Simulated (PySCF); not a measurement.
C2H5BO3.

```xyz
11

O      2.1381    -0.1047     0.3515
B      0.8013    -0.0309     0.1169
C     -0.0804     1.2543    -0.1847
O     -1.4099     0.7186    -0.0141
C     -1.3373    -0.6553    -0.2761
O     -0.0350    -1.1268     0.0930
H      2.4287    -1.0258     0.4873
H      0.0734     1.6493    -1.2215
H      0.0509     2.1058     0.5128
H     -2.1137    -1.1788     0.3220
H     -1.4858    -0.8876    -1.3636
```

Geometry: PBE-D3(BJ)/def2-SVP. This is a generated structure with no PubChem entry under its InChIKey; it may be hypothetical. One conformer was computed; it need not be the lowest.

Method: PBE/pcSseg-1 run with PySCF. Non-relativistic, no solvent.

**Question.** Give the absolute GIAO shielding of each atom: isotropic value and principal components (ppm). (Estimate from the structure and the level; the computed values follow.)

**Answer.** 
```
atom  σ(iso)    σ11    σ22    σ33   span
----  ------  -----  -----  -----  -----
O1     221.0  113.2  245.5  304.2  191.0
B2      61.9   48.5   59.4   77.8   29.2
C3     119.2   88.1   94.9  174.7   86.6
O4     248.3  158.0  245.5  341.4  183.4
C5      72.8   38.2   76.2  103.9   65.7
O6     126.8  -21.5  155.5  246.3  267.7
H7      26.7   21.1   23.0   35.9   14.8
H8      27.5   23.6   26.2   32.7    9.1
H9      27.3   24.3   25.9   31.7    7.4
H10     25.5   21.9   24.7   29.9    8.0
H11     25.5   21.2   25.3   30.2    9.0
```
